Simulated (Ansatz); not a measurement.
The same molecule with X = Ti, Zr, Hf. Ansatz, PBE0-D4/def2-TZVP geometries, multiplicity 1.

Elements past krypton have def2 core potentials. Scalar relativity is left out up to krypton. Spin–orbit coupling is left out; it splits and shifts lone-pair levels of the heavy atoms by tenths of an eV.

```tsv
X	molecule	mean X–F bond length / Å	mean X–I bond length / Å	HOMO energy (PBE0/def2-TZVPP) / eV	LUMO energy (B3LYP/def2-TZVPP) / eV	HOMO energy (ωB97M-V/def2-TZVPP) / eV
Zr	`[F][Zr]([F])([I])[I]`	1.878	2.698	-8.11	-2.79	-10.13
Hf	`[F][Hf]([F])([I])[I]`	1.881	2.698	-8.14	-2.35	-10.17
```

Give the row for X = Ti, `[F][Ti]([F])([I])[I]`. (Estimate.)

The calculation gave: 
```tsv
X	molecule	mean X–F bond length / Å	mean X–I bond length / Å	HOMO energy (PBE0/def2-TZVPP) / eV	LUMO energy (B3LYP/def2-TZVPP) / eV	HOMO energy (ωB97M-V/def2-TZVPP) / eV
Ti	`[F][Ti]([F])([I])[I]`	1.734	2.540	-8.09	-3.87	-10.09
```

From Ti to Hf the mean X–F bond length rises at each step, by 0.147 Å in all; the mean X–I bond length isn't monotonic: highest at Zr, lowest at Ti; the HOMO energy (PBE0/def2-TZVPP) falls at each step, by 0.05 eV in all; the LUMO energy (B3LYP/def2-TZVPP) rises at each step, by 1.52 eV in all; the HOMO energy (ωB97M-V/def2-TZVPP) falls at each step, by 0.08 eV in all.

B3LYP here is the variant with VWN-RPA as its local correlation; programs differ in this.
